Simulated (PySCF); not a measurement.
## Adding and removing an electron: NaZn

r²SCAN; Na 6-31G(d,p), Zn 6-31G(d,p); no relativity (PySCF 2.14). Neutral (UKS): doublet (σ ↑), Re = 2.770 Å, ωe = 183 cm⁻¹, De = 0.49 eV, HOMO -2.95 eV, LUMO -1.74 eV.

NaZn⁺ (UKS): singlet (closed shell), Re = 2.718 Å, ωe = 204 cm⁻¹, De = 0.83 eV to Na⁺ + Zn. The energies at the minima are -1941.25102 hartree for NaZn and -1941.07463 for NaZn⁺.

(1) Work out the adiabatic ionisation energy, without and with harmonic zero-point energies (1 hartree = 27.2114 eV, 1 eV = 8065.5 cm⁻¹), and the change of the bond length.

Closed-shell solutions of metal pairs were not tested for spin polarisation, which can lower them a little. Weak bonds: NaZn. Basis-set superposition, not corrected here, can be much of De in a small basis, most of all at correlated wavefunction levels. For an ion De counts to the pair picked by the measured ionisation energies or electron affinities, which need not be the lowest pair at this level. States were picked by a PBE0 search and need not be the measured ground states.

Answers

(1) At r²SCAN: 0.17639 hartree = 4.800 eV between the minima; the zero-point term (204.0 − 183.0)/2 cm⁻¹ = +0.001 eV makes it 4.801 eV. Re changes by -5.2 pm against the neutral. The electron leaves a σ orbital, and the shorter bond of the ion fits an antibonding orbital, or a change in how ionic the bond is.
